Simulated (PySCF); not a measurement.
# Ti(14+) (titanium, charge +14) across methods

[He] 2s2 2p4, high-spin 3P determinant. Calculation: PySCF 2.14, in an uncontracted even-tempered set (18 s from 1.8 bohr⁻², ratio 2.2; 11 p from 2.4 bohr⁻², ratio 2.2; 6 d from 14 bohr⁻², ratio 2.4; 5 f from 22 bohr⁻², ratio 2.4; 5 g from 32 bohr⁻², ratio 2.4); no relativity, point nucleus.

```
method  E (hartree)  mean ε 2s β (eV)  mean ε 2p α (eV)  mean ε 2p β (eV)  Σ⟨r²⟩ (bohr²)   ⟨S²⟩
   LDA     -728.431           -973.44           -915.75           -900.45         0.6020  2.000
   PBE     -730.289           -974.72           -916.53           -902.80         0.6009  2.000
  MN15     -730.581           -980.26           -923.22           -908.76         0.6016  2.000
  PBE0     -730.349           -983.77           -927.29           -912.70         0.6003  2.000
 B3LYP     -730.457           -982.22           -925.46           -911.08         0.6005  2.000
r2SCAN     -730.511           -977.50           -921.38           -906.59         0.5996  2.000
```

Question: Estimate the same row for UHF.

Answer: E (hartree) = -730.24504; mean ε 2s β (eV) = -1009.0; mean ε 2p α (eV) = -958.31; mean ε 2p β (eV) = -940.84; Σ⟨r²⟩ (bohr²) = 0.5991; ⟨S²⟩ = 2.000.
